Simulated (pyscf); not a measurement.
## F–CH(F)–SiH₃, singlet

Gas-phase minimum from PySCF at ωB97X-D3(BJ)/def2-SVP, one conformer. 

SMILES: FC(F)[SiH3]
```xyz
8

F     -1.9252    -0.6331    -1.0947
C     -1.6657     0.6853    -0.8424
F     -1.7224     0.8779     0.5100
Si     0.0969     1.1141    -1.4692
H     -2.4812     1.2782    -1.2978
H      0.1490     0.8727    -2.9372
H      1.0637     0.2382    -0.7575
H      0.3687     2.5477    -1.1741
```

Bonds (Å): F1–C2 1.367, C2–F3 1.367, C2–Si4 1.919, C2–H5 1.106, Si4–H6 1.489, Si4–H7 1.486, Si4–H8 1.489. Angles (°): F1–C2–F3 108.1, F1–C2–Si4 109.2, F1–C2–H5 107.5, F3–C2–Si4 109.2, F3–C2–H5 107.5, Si4–C2–H5 115.0, C2–Si4–H6 108.5, C2–Si4–H7 108.0, C2–Si4–H8 108.5, H6–Si4–H7 110.7, H6–Si4–H8 110.2, H7–Si4–H8 110.7.

Properties at ωB97X-D3(BJ)/def2-SVP:

```
Item                                                                                                                                                                                                                   Value
---------------------------------------------------------------------------------------------------------------------  -----------------------------------------------------------------------------------------------------
Harmonic wavenumbers, unscaled                                                                                         152, 212, 298, 493, 606, 645, 783, 930, 951, 959, 1120, 1150, 1353, 1383, 2276, 2281, 2295, 3079 cm⁻¹
Zero-point energy                                                                                                                                                                                              30.0 kcal/mol
Rotational symmetry number                                                                                                                                                                                                 1
Entropy of this conformer at 298 K and 1 atm, rigid rotor and harmonic oscillator, modes under 100 cm⁻¹ raised to 100                                                                                        304.9 J/(mol K)
Dipole moment                                                                                                                                                                                                         1.83 D
```

Single-point totals, which compare only within one level (frozen core for MP2 and CC):

```json
[
 {"level": "ωB97X-D3(BJ)/def2-TZVP", "total energy (hartree)": "-529.84212"},
 {"level": "PBE/def2-TZVP", "total energy (hartree)": "-529.38696"},
 {"level": "r²SCAN/def2-TZVP", "total energy (hartree)": "-529.64769"},
 {"level": "B3LYP-D3(BJ)/def2-TZVP", "total energy (hartree)": "-529.81705"},
 {"level": "PBE0-D3(BJ)/def2-TZVP", "total energy (hartree)": "-529.42347"},
 {"level": "M06-2X/def2-TZVP", "total energy (hartree)": "-529.66896"},
 {"level": "ωB97M-D3(BJ)/def2-TZVP", "total energy (hartree)": "-529.86497"},
 {"level": "HF/def2-TZVPP", "total energy (hartree)": "-528.10196"},
 {"level": "MP2/def2-TZVPP", "total energy (hartree)": "-528.89260"},
 {"level": "CCSD/def2-TZVPP", "total energy (hartree)": "-528.92408"},
 {"level": "CCSD(T)/def2-TZVPP", "total energy (hartree)": "-528.94997"}
]
```

Soft torsions are taken as harmonic, which can shift the entropy by several J/(mol K). The CCSD(T) − MP2 part came from Ansatz, without density fitting, on the same reference.
